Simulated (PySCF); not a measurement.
## Orbital energies and ionisation energy

Species: propyl propanoate, C6H12O2.
Cartesian coordinates in Å at the PBE0-D3(BJ)/def2-SVP level; atoms count from 1:
```
atom  x, y, z in Å
C1    -3.3569    0.1130   -0.8635
C2    -1.9493   -0.4085   -0.6256
C3    -1.2782    0.2750    0.5494
O4     0.0061   -0.2773    0.8223
C5     1.0414    0.2169    0.1295
O6     0.9403    1.0914   -0.6914
C7     2.3272   -0.4654    0.5170
C8     3.5378    0.1096   -0.1893
H9    -3.3551    1.1958   -1.0665
H10   -3.8247   -0.3836   -1.7261
H11   -4.0060   -0.0600    0.0102
H12   -1.3287   -0.2480   -1.5218
H13   -1.9673   -1.4951   -0.4376
H14   -1.8584    0.1303    1.4730
H15   -1.1752    1.3546    0.3581
H16    2.1991   -1.5403    0.3040
H17    2.4157   -0.4017    1.6141
H18    3.6867    1.1659    0.0775
H19    4.4483   -0.4454    0.0781
H20    3.4118    0.0675   -1.2805
```

Level: wB97X-D/def2-SVPD (PySCF). Frontier orbitals with their largest atomic shares (Löwdin; up to four atoms above 4 %):

| orbital | ε (eV) | main atoms |
| --- | --- | --- |
| HOMO−3 | -11.71 | C7 20 %, C8 19 %, O6 13 %, H16 9 % |
| HOMO−2 | -11.27 | C2 23 %, C3 16 %, H13 11 %, C1 9 % |
| HOMO−1 | -10.51 | O4 38 %, O6 20 %, C2 11 %, C3 11 % |
| HOMO | -9.93 | ? |
| LUMO | 2.15 | C5 30 %, O6 23 %, O4 10 %, C7 9 % |
| LUMO+1 | 2.32 | C5 19 %, C7 12 %, O6 11 %, C8 9 % |
| LUMO+2 | 2.62 | C1 25 %, H11 9 %, H10 9 %, H9 8 % |

Q: What vertical ionisation energy does ΔSCF give, and how far is −ε(HOMO) from it?

A: ΔSCF: 10.23 eV (987 kJ/mol; threshold wavelength 121 nm); ⟨S²⟩ of the doublet left behind is 0.756, against 0.75 for a pure doublet. −ε(HOMO) is 9.93 eV, 0.30 eV below it. For the exact functional −ε(HOMO) would equal the first vertical ionisation energy; wB97X-D (range-separated hybrid) falls short of its own ΔSCF value by 3 %. Holes in the HOMO−1 and HOMO−2 were tried too where these lie within 1.2 eV of the HOMO; the lowest converged state counts.

Q: On which atoms does the HOMO lie?

A: O6 (ester carbonyl oxygen) 64 %, O4 (ester single-bonded oxygen) 10 %, C7 (sp3 carbon next to a carbonyl) 9 %, C5 (ester carbonyl carbon) 9 %, so more than half of it is on one atom. The HOMO−1 lies 0.58 eV lower.

Q: With α = 80.9 au, estimate the like-pair dispersion coefficient by London's formula C6 = (3/4)α²I.

A: I = 0.3760 Eh, so C6 ≈ 1840 au, a rough estimate.

Q: Shift the occupied levels rigidly so that −ε(HOMO) equals the ΔSCF value. What binding energies result?

A: The shift is +0.30 eV: HOMO 10.23, HOMO−1 10.81, HOMO−2 11.57, HOMO−3 12.01 eV. A rigid shift is only a rough guide to the deeper ionisations.

Q: What total energies stand behind the ΔSCF value?

A: E(N) = -385.95041 Eh and E(N − 1) = -385.57440 Eh at the same geometry, 0.37601 Eh apart.

One conformer (not necessarily the lowest) at the PBE0-D3(BJ)/def2-SVP geometry, without solvent, vibrations or thermal averaging.

Note: wB97X-D ran without an empirical dispersion term, which enters the total energy and its gradient alone.
